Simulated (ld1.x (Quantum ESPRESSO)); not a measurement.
Ir, PAW: configuration errors across variants

ld1.x (Quantum ESPRESSO) 7.5 input, shortened:

```
&input
   title='Ir', zed=77., rel=1, dft='PBE', iswitch=3,
   config='[Xe] 4f14 5d7 5f-2 6s1.5 6p0.5'
 /
 &inputp
   pseudotype=3, lpaw=.true., tm=.true., lloc=-1, rcloc=2.20,
   nlcc=.true., new_core_ps=.true., rcore=1.35,
   which_augfun='BG', rmatch_augfun=1.25
 /
7
6S  1  0   1.50   0.00  2.10  2.45  0.0
6S  1  0   0.00   0.80  2.10  2.45  0.0
5P  2  1   6.00   0.00  1.50  2.00  0.0
6P  3  1   0.50   0.00  1.50  2.00  0.0
5D  3  2   7.00   0.00  1.20  1.50  0.0
5D  3  2   0.00   0.35  1.20  1.50  0.0
5F  4  3  -2.00  -0.10  2.20  2.40  0.0
 &test
   configts(1)='5p6 5d7 6s1.5 6p0.5'
 /
```

All-electron excitation energies from the reference (eV): (1) 5p6 5d7 6s2 6p0 -2.604; (2) 5p6 5d7 6s1 6p0 7.275; (3) 5p6 5d7 6s0 6p0 24.743.

Errors AE − PS in meV (a dash: test not solved or not reliable):

```csv
change,(1),(2),(3),bound ghosts
base,+0.8,+13,+24,none
"core correction a·sin(br)/r model core, default radius (ld1.x builds one for every PAW set, though the input has nlcc=.false.)",+0.8,+13,+26,none
core correction Bessel-smoothed model core inside 0.70 bohr,+0.8,+13,+24,none
core correction Bessel-smoothed model core inside 1.16 bohr,+0.8,+12,+23,none
core correction Bessel-smoothed model core inside 1.30 bohr,+0.8,+13,+24,none
core correction Bessel-smoothed model core inside 1.50 bohr,+0.8,+13,+24,none
core correction Bessel-smoothed model core inside 1.72 bohr,+0.8,+13,+23,none
```

(1) Give the same row for: core correction Bessel-smoothed model core inside 0.96 bohr.

Answers

(1) +0.8, +13, +23; bound ghosts: none.
